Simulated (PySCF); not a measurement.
## Computed structure and properties of [Dy(H2O)4]3+

System: [Dy(H2O)4]3+ (singlet in the valence; each metal's 4f electrons, 9 of them, lie in its core potential, out of spins and levels); start: displaced along the imaginary mode (S4). Method: PySCF 2.14.0, RKS PBE0, Dy lcecp-1-SVP with ECP55, O def2-SVP, H def2-SVP; non-relativistic Hamiltonian with scalar-relativistic core potentials where named; density fitting; no spin-orbit coupling.

Input of the relaxation:

```python
mol = gto.M(atom='''
Dy    -0.00000     0.00000     0.00000
O      1.30810     1.32259     1.31464
H      1.88108     1.02475     2.09827
H      1.47344     2.31917     1.21192
O     -1.30810    -1.31464     1.32259
H     -1.47344    -1.21192     2.31917
H     -1.88108    -2.09827     1.02475
O      1.30810    -1.32259    -1.31464
H      1.47344    -2.31917    -1.21192
H      1.88108    -1.02475    -2.09827
O     -1.30810     1.31464    -1.32259
H     -1.88108     2.09827    -1.02475
H     -1.47344     1.21192    -2.31917''',
    basis={'Dy': 'lcecp-1-SVP', 'O': 'def2-SVP', 'H': 'def2-SVP'},
    ecp={'Dy': 'lcecp-1-SVP'},
    charge=3, spin=0)
mf = dft.RKS(mol, xc='PBE0')
mf.grids.atom_grid = (50, 194)  # f atoms: unpruned, at least (60, 302)
mf = mf.density_fit()  # fitting sets: Dy AutoAux, O def2-universal-JKFIT, H def2-universal-JKFIT
mf.conv_tol = 1e-08; mf.max_cycle = 55
mf.kernel(dm0)  # dm0: converged density of the start geometry
# quasi-Newton relaxation in Cartesian coordinates to a largest gradient under 0.00045 Eh/bohr, steps kept in the point group
```

Run from Python with OMP_NUM_THREADS=2; the lines above give its settings. Where DIIS fails, smearing, a level shift and second-order steps follow.
It took 94 s on 2 threads of Intel(R) Xeon(R) 6975P-C (Granite Rapids) (shared host), from the converged density of the start.

Course of the relaxation:

```json
{"step": "0", "energy above end (eV)": "0.2343", "largest force component within the symmetry (eV/Å)": "1.340"}
{"step": "1", "energy above end (eV)": "0.0326", "largest force component within the symmetry (eV/Å)": "0.128"}
{"step": "2", "energy above end (eV)": "0.0295", "largest force component within the symmetry (eV/Å)": "0.026"}
{"step": "3", "energy above end (eV)": "0.0276", "largest force component within the symmetry (eV/Å)": "0.113"}
{"step": "4", "energy above end (eV)": "0.0245", "largest force component within the symmetry (eV/Å)": "0.172"}
{"step": "5", "energy above end (eV)": "0.0177", "largest force component within the symmetry (eV/Å)": "0.144"}
{"step": "6", "energy above end (eV)": "0.0114", "largest force component within the symmetry (eV/Å)": "0.093"}
{"step": "7", "energy above end (eV)": "0.0098", "largest force component within the symmetry (eV/Å)": "0.216"}
{"step": "8", "energy above end (eV)": "0.0039", "largest force component within the symmetry (eV/Å)": "0.095"}
{"step": "9", "energy above end (eV)": "0.0020", "largest force component within the symmetry (eV/Å)": "0.068"}
{"step": "10", "energy above end (eV)": "0.0015", "largest force component within the symmetry (eV/Å)": "0.047"}
{"step": "11", "energy above end (eV)": "0.0010", "largest force component within the symmetry (eV/Å)": "0.036"}
{"step": "12", "energy above end (eV)": "0.0004", "largest force component within the symmetry (eV/Å)": "0.052"}
{"step": "13", "energy above end (eV)": "0.0001", "largest force component within the symmetry (eV/Å)": "0.021"}
{"step": "14", "energy above end (eV)": "0.0000", "largest force component within the symmetry (eV/Å)": "0.015"}
```

Relaxed geometry (S4):

```xyz
13

Dy    0.0000    0.0000    0.0000
O     1.3541    1.3267    1.2615
H     2.1582    1.0699    1.7680
H     1.2840    2.2957    1.4223
O    -1.3541   -1.2615    1.3267
H    -1.2840   -1.4223    2.2957
H    -2.1582   -1.7680    1.0699
O     1.3541   -1.3267   -1.2615
H     1.2840   -2.2957   -1.4223
H     2.1582   -1.0699   -1.7680
O    -1.3541    1.2615   -1.3267
H    -2.1582    1.7680   -1.0699
H    -1.2840    1.4223   -2.2957
```

```csv
contact,Å
Dy1–O2 (H2O),2.277
Dy1–O5 (H2O),2.277
Dy1–O8 (H2O),2.277
Dy1–O11 (H2O),2.277
```

On the finer grid (75, 302):

| Item | Value |
| --- | --- |
| HOMO | -24.40 eV |
| LUMO | -15.18 eV |
| Dipole about the centre of mass | 0.00 D |
| Set of Mulliken populations of Dy1 outside the core potential | s 2.17, p 6.24, d 0.80, f 0.05 |
| D3(BJ) dispersion energy (not in the energies) | -0.180 eV |

```json
{"atom": "Dy1", "Mulliken (e)": "1.74", "Löwdin (e)": "1.31", "spin (e)": "0.00"}
{"atom": "O2", "Mulliken (e)": "-0.33", "Löwdin (e)": "0.02", "spin (e)": "0.00"}
{"atom": "H3", "Mulliken (e)": "0.32", "Löwdin (e)": "0.20", "spin (e)": "0.00"}
{"atom": "H4", "Mulliken (e)": "0.32", "Löwdin (e)": "0.20", "spin (e)": "0.00"}
{"atom": "O5", "Mulliken (e)": "-0.33", "Löwdin (e)": "0.02", "spin (e)": "0.00"}
{"atom": "H6", "Mulliken (e)": "0.32", "Löwdin (e)": "0.20", "spin (e)": "0.00"}
{"atom": "H7", "Mulliken (e)": "0.32", "Löwdin (e)": "0.20", "spin (e)": "0.00"}
{"atom": "O8", "Mulliken (e)": "-0.33", "Löwdin (e)": "0.02", "spin (e)": "0.00"}
{"atom": "H9", "Mulliken (e)": "0.32", "Löwdin (e)": "0.20", "spin (e)": "0.00"}
{"atom": "H10", "Mulliken (e)": "0.32", "Löwdin (e)": "0.20", "spin (e)": "0.00"}
{"atom": "O11", "Mulliken (e)": "-0.33", "Löwdin (e)": "0.02", "spin (e)": "0.00"}
{"atom": "H12", "Mulliken (e)": "0.32", "Löwdin (e)": "0.20", "spin (e)": "0.00"}
{"atom": "H13", "Mulliken (e)": "0.32", "Löwdin (e)": "0.20", "spin (e)": "0.00"}
```

The 4f levels lie in the core potential and are missing. Their spin isn't counted.

On the grid (50, 194), as all that follows. Harmonic modes: a minimum within the noise of the softest modes; lowest 46 cm⁻¹ (negative: unstable), highest 3657 cm⁻¹, zero-point energy 2.684 eV.

Taking off one H2O (charge 0, singlet; the rest: singlet) in vacuum, both parts rigid, costs 3.46 eV; the small basis without counterpoise inflates it. Parting with an electron moved from the ligand to the metal can be far cheaper, even downhill.

Rigid scan of H2O along the line from its metal:

```
distance to O2 (Å)  energy (eV)
              1.98        0.654
              2.08        0.247
              2.18        0.052
              2.28        0.000
              2.38        0.041
              2.48        0.141
              2.68        0.433
```

One start shape was tried, so this needn't be the lowest isomer.

An lcecp potential fixes the number of 4f electrons, so in runs with it no electron can move into or out of that shell.
